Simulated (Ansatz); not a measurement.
`C[O][Nb](=[O])([O]C)[O]C`, 17 atoms. The species carries charge 0 and has multiplicity 1. Correlated methods include outer-core shells of Nb, which these sets cover unevenly. Nb takes the def2 core potential. All runs use 3 threads of an AMD EPYC 7R13 on a shared host and a share of an NVIDIA H100 80 GB. Correlated methods freeze the cores.

**Question.** How many basis functions does each run have, and how long does it take in Ansatz? RKS PBE0-D4/def2-QZVPP energy; RHF-CCSD(T)/def2-TZVPP energy; RKS ωB97M-V/def2-SVP energy; RKS revPBE-D4/def2-TZVPP energy; RKS ωB97M-V/def2-QZVPP energy; RHF-CCSD(T)/def2-SVP energy; RKS PBE0-D4/def2-TZVP relaxation (11 steps); RKS PBE-D4/def2-TZVPP energy and forces; RKS BLYP-D4/def2-TZVPP energy; RKS PBE0-D4/def2-SVP energy; direct RPA on PBE orbitals/def2-TZVPP energy; RHF-MP2/def2-QZVPP energy. (Estimate.)

**Answer.** Computed: Other jobs shared the machine, so times are rough.

| level | job | functions | wall time | peak host memory (GiB) |
| --- | --- | --- | --- | --- |
| RKS PBE-D4/def2-TZVPP | energy and forces | 399 | 4.6 s | 0.92 |
| RKS revPBE-D4/def2-TZVPP | energy | 399 | 5.5 s | 0.91 |
| RKS BLYP-D4/def2-TZVPP | energy | 399 | 7 s | 0.91 |
| RKS PBE0-D4/def2-SVP | energy | 174 | 11 s | 0.83 |
| RKS PBE0-D4/def2-QZVPP | energy | 750 | 11 s | 1.3 |
| RKS ωB97M-V/def2-SVP | energy | 174 | 12 s | 0.96 |
| direct RPA on PBE orbitals/def2-TZVPP | energy | 399 | 14 s | 1.8 |
| RHF-MP2/def2-QZVPP | energy | 750 | 15 s | 1.4 |
| RHF-CCSD(T)/def2-SVP | energy | 174 | 15 s | 0.81 |
| RKS ωB97M-V/def2-QZVPP | energy | 750 | 19 s | 1.4 |
| RKS PBE0-D4/def2-TZVP | relaxation (11 steps) | 311 | 28 s | 0.96 |
| RHF-CCSD(T)/def2-TZVPP | energy | 399 | 28 s | 1.7 |
